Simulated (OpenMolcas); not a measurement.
## Pt2+: ligand-field states by method

Pt2+ with 6 ligands (sulfide) in octahedral coordination (Oh) at 2.58 Å. A charge of +1.67 e stands 2.4 Å behind each ligand. Ligand basis ANO-RCC-VDZP.
```
Pt    0.0000    0.0000    0.0000
S     2.5800    0.0000    0.0000
S     0.0000    2.5800    0.0000
S    -2.5800    0.0000    0.0000
S     0.0000   -2.5800    0.0000
S     0.0000    0.0000    2.5800
S     0.0000    0.0000   -2.5800
```

```json
{
  "Program": "OpenMolcas",
  "Basis": "ANO-RCC-VDZP [7s6p4d2f]",
  "Scalar Hamiltonian": "DKH2, point nucleus",
  "Active space": "8 electrons in 5 orbitals (5d)",
  "State averaging": "2S+1 = 3 even, 10 roots; 2S+1 = 1 even, 15 roots",
  "Spin-orbit coupling": "state interaction with AMFI integrals over the reference wave functions"
}
```

I. CASSCF
II. SS-CASPT2, IPEA 0.25 Eh, imaginary shift 0.1 Eh (closed shells correlated: 5s 5p and the ligand valence shells)

Spin-free states (labels of O, the rotations of Oh) in cm-1, each column counted from its own energy of the first state listed:

```
State  Degeneracy      I     II
  3A2           1      0      0
  3T2           3   4042   4340
  3T1           3   7089   6200
   1E           2   9830   4740
  1T2           3  13935   7870
  1A1           1  15461   9330
  3T1           3  15655  12890
  1T1           3  17401  11700
   1E           2  20837  14340
  1T2           3  20934  14230
  1A1           1  38356  25840
```

From I to II, I's first state of the same spin (3T2) moves from 4042 to 4340 cm-1, by about +300 cm-1.

From I to II, I's first state of another spin (1E) moves from 9830 to 4740 cm-1, by about -5100 cm-1.

χT at 300 K: I 2.25, II 2.18 cm3 K/mol.

The states above are spin-free; spin-orbit coupling is strong here and shifts and splits them by thousands of cm-1.

Roots that are degenerate in the reference are averaged as groups; the widest CASPT2 spread within a group is 170 cm-1 (the 2-fold group of multiplicity 1 near 14300 cm-1 above the lowest state of its run, II). Shifts and gaps below about the spread of the groups concerned are not significant. Over all roots computed the reference weight is 0.60 to 0.63 in II; a low but even weight reflects the number of correlated electrons. Spin-orbit coupling mixes the spin-free states strongly: the lowest level takes only 63 % from its leading state, 3A2. Real 4d8 and 5d8 ions are as a rule square planar and diamagnetic. The least metal-like active orbital is 81 % on the metal (Löwdin) and no ligand orbital is active, so the numbers are rough. The sulfide ions are held by bare point charges, a crude embedding. Ligand-to-metal charge-transfer states are missing. With no ligand orbital active B as a rule stays too high, so bands that hang on it stand too high and its fall with covalency is understated. Without dynamic correlation the repulsion within the d shell is too large (B by tens of per cent), so at a given field states of lower spin stand too high (holds for I). With metal d orbitals alone the field can be off either way by tens of per cent (holds for I). With one d shell and no ligand orbital active, 10Dq can be off by a tenth or more (holds for II). No measured value stands beside these numbers; the geometry is a model, was not optimised and need not be the one that this ion takes.
